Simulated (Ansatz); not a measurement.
A run for Ansatz (a quantum-chemistry and plane-wave program): R-B3LYP-D3(BJ)/def2-TZVP on Cl2Si (SMILES Cl[Si]Cl), 2S+1 = 1, a spin state set in the input, which need not be the lowest.

Ansatz 0.2 input:
```yaml
crystal:
  periodic: [false, false, false]
  atoms:
    - {symbol: Cl, position_ang: [-1.58407591, -0.43588078, -0.00000000]}
    - {symbol: Si, position_ang: [-0.00064158, 0.86946940, -0.00000000]}
    - {symbol: Cl, position_ang: [1.58471749, -0.43358862, -0.00000000]}
basis:
  gaussian:
    orbitals: def2-TZVP
hamiltonian:
  xc: b3lyp
  dispersion: d3bj
relax: {f_tol: 0.003, max_steps: 120}
```

Program output:

```
WARN ansatz: RAYON_NUM_THREADS=4 ignored (pool sized by the plan → 4); use --threads N
Functional definition: B3LYP
integrals: 0.04 GiB planned
787 factors; their error is unknown
mean field: 0.36 GiB planned
mean field evaluation 1: about -32926.2112 eV, gradient 1.7e1 eV
mean field evaluation 2: about -32925.9951 eV, gradient 2.0e1 eV
mean field evaluation 4: about -32926.8854 eV, gradient 8.5e-1 eV
mean field evaluation 8: about -32926.9716 eV, gradient 1.1e-1 eV
mean field -32926.97163406 eV, -1210.0438888486 hartree, gradient 2.3e-5 eV, S^2 0.000000; 0 other end points of the search recorded, 0 dependent functions left out
the calculation of the forces begins
reference -32926.97185162 eV, -1210.0438968440 hartree; 24, 24 occupied and 87, 87 virtual orbitals, 787 factors
relax step   1: F+E_penalty+E_count = -32927.15579311 eV  Δ(F+E_penalty+E_count) = +0.000e0 eV  max|allowed force component| = 8.323e-1 eV/Å  Δτ_max = 0.0000 Å  (25 SCF iters, accepted)
these checks for a lower state are left out or cut short: starts, cluster_reference, orbital_swaps, neighbouring_geometries, increment
integrals: 0.04 GiB planned
787 factors; their error is unknown
mean field: 0.36 GiB planned
mean field evaluation 16: about -32926.8999 eV, gradient 2.5e0 eV
mean field -32927.00270421 eV, -1210.0450306555 hartree, gradient 7.8e-5 eV, S^2 0.000000; 0 other end points of the search recorded, 0 dependent functions left out
the calculation of the forces begins
reference -32927.00292335 eV, -1210.0450387091 hartree; 24, 24 occupied and 87, 87 virtual orbitals, 787 factors
relax step   2: F+E_penalty+E_count = -32927.18404122 eV  Δ(F+E_penalty+E_count) = -2.825e-2 eV  max|allowed force component| = 1.400e-1 eV/Å  Δτ_max = 0.0530 Å  (26 SCF iters, accepted)
these checks for a lower state are left out or cut short: starts, cluster_reference, orbital_swaps, neighbouring_geometries, increment
integrals: 0.04 GiB planned
787 factors; their error is unknown
mean field: 0.36 GiB planned
mean field -32927.00384123 eV, -1210.0450724405 hartree, gradient 6.8e-5 eV, S^2 0.000000; 0 other end points of the search recorded, 0 dependent functions left out
the calculation of the forces begins
reference -32927.00406028 eV, -1210.0450804904 hartree; 24, 24 occupied and 87, 87 virtual orbitals, 787 factors
relax step   3: F+E_penalty+E_count = -32927.18588233 eV  Δ(F+E_penalty+E_count) = -1.841e-3 eV  max|allowed force component| = 5.118e-3 eV/Å  Δτ_max = 0.0158 Å  (26 SCF iters, accepted)
these checks for a lower state are left out or cut short: starts, cluster_reference, orbital_swaps, neighbouring_geometries, increment
integrals: 0.04 GiB planned
787 factors; their error is unknown
mean field: 0.36 GiB planned
mean field evaluation 32: about -32927.0038 eV, gradient 1.6e-5 eV
mean field -32927.00384102 eV, -1210.0450724326 hartree, gradient 1.6e-5 eV, S^2 0.000000; 0 other end points of the search recorded, 0 dependent functions left out
the calculation of the forces begins
reference -32927.00406006 eV, -1210.0450804823 hartree; 24, 24 occupied and 87, 87 virtual orbitals, 787 factors
relax step   4: F+E_penalty+E_count = -32927.18588320 eV  Δ(F+E_penalty+E_count) = -8.664e-7 eV  max|allowed force component| = 4.325e-4 eV/Å  Δτ_max = 0.0002 Å  (20 SCF iters, accepted)
integrals: 0.04 GiB planned
787 factors; their error is unknown
mean field: 0.36 GiB planned
mean field -32927.00384102 eV, -1210.0450724326 hartree, gradient 1.6e-5 eV, S^2 0.000000; 1 other end points of the search recorded, 0 dependent functions left out
the calculation of the forces begins
reference -32927.00406006 eV, -1210.0450804823 hartree; 24, 24 occupied and 87, 87 virtual orbitals, 787 factors
Total energy: -32927.18610224 eV, -1210.0517704091 hartree
Atom 0 at    -1.622994    -0.441986     0.000000 Å, force     0.000321     0.000217     0.000000 eV/Å
Atom 1 at    -0.000640     0.881615    -0.000000 Å, force     0.000000    -0.000433    -0.000000 eV/Å
Atom 2 at     1.623634    -0.439629    -0.000000 Å, force    -0.000321     0.000216    -0.000000 eV/Å
Dipole moment:    -0.000159     0.219494    -0.000000 e Å
```

The run converged.

Cost: about 12 core-seconds (a rough figure).
